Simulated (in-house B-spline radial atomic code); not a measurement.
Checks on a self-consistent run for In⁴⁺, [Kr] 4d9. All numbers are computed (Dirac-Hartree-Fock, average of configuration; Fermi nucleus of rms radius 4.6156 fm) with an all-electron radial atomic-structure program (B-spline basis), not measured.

```json
{"orbital": "1s1/2", "q": "2", "ε (Eh)": "-1034.58650", "<1/r>": "51.8586", "<r²>": "0.00119409", "small-component weight": "0.032341"}
{"orbital": "2s1/2", "q": "2", "ε (Eh)": "-159.74701", "<1/r>": "12.0234", "<r²>": "0.0193605", "small-component weight": "0.0068469"}
{"orbital": "2p1/2", "q": "2", "ε (Eh)": "-148.64451", "<1/r>": "11.9669", "<r²>": "0.0144854", "small-component weight": "0.006828"}
{"orbital": "2p3/2", "q": "4", "ε (Eh)": "-140.85913", "<1/r>": "11.1847", "<r²>": "0.0157869", "small-component weight": "0.0065332"}
{"orbital": "3s1/2", "q": "2", "ε (Eh)": "-33.20542", "<1/r>": "4.2502", "<r²>": "0.137338", "small-component weight": "0.001976"}
{"orbital": "3p1/2", "q": "2", "ε (Eh)": "-28.68215", "<1/r>": "4.1484", "<r²>": "0.132834", "small-component weight": "0.0019115"}
{"orbital": "3p3/2", "q": "4", "ε (Eh)": "-27.23284", "<1/r>": "3.96082", "<r²>": "0.141173", "small-component weight": "0.001835"}
{"orbital": "3d3/2", "q": "4", "ε (Eh)": "-19.31743", "<1/r>": "3.78857", "<r²>": "0.122698", "small-component weight": "0.0017043"}
{"orbital": "3d5/2", "q": "6", "ε (Eh)": "-19.02472", "<1/r>": "3.73959", "<r²>": "0.125215", "small-component weight": "0.001681"}
{"orbital": "4s1/2", "q": "2", "ε (Eh)": "-7.05463", "<1/r>": "1.62416", "<r²>": "0.813454", "small-component weight": "0.00049764"}
{"orbital": "4p1/2", "q": "2", "ε (Eh)": "-5.48986", "<1/r>": "1.51265", "<r²>": "0.918719", "small-component weight": "0.00044426"}
{"orbital": "4p3/2", "q": "4", "ε (Eh)": "-5.23025", "<1/r>": "1.45796", "<r²>": "0.972787", "small-component weight": "0.00042432"}
{"orbital": "4d3/2", "q": "3.6", "ε (Eh)": "-2.75281", "<1/r>": "1.19957", "<r²>": "1.4078", "small-component weight": "0.00030346"}
{"orbital": "4d5/2", "q": "5.4", "ε (Eh)": "-2.71597", "<1/r>": "1.18413", "<r²>": "1.43961", "small-component weight": "0.0002973"}
```

Electron-electron repulsion V_ee = 2132.5259 hartree.

Problem. What total energy follows from the eigenvalues?

Solution. The eigenvalues count the repulsion twice, so E = Σqε - V_ee = -3744.103 - 2132.526 = -5876.629 hartree; the run printed -5876.629.

Problem. Does the Dirac virial theorem hold?

Solution. For a point nucleus E = -2c²Σq·w, with w the small-component weight. Here Σq·w = 0.15646 and c = 137.0360, so the ratio E/(-2c²Σq·w) is 1.000045; the finite nucleus accounts for the departure from 1.

Problem. What diamagnetic shielding (Lamb formula) and susceptibility (Langevin formula) do the radii give?

Solution. σ = (α²/3)Σq<1/r> = 289.487/(3·137.036²) = 5138.5 ppm, and χ = -0.79199×10⁻⁶·Σq<r²> = -17.96×10⁻⁶ cm³/mol with Σq<r²> = 22.678 bohr². Both are non-relativistic formulas without the paramagnetism of open shells.
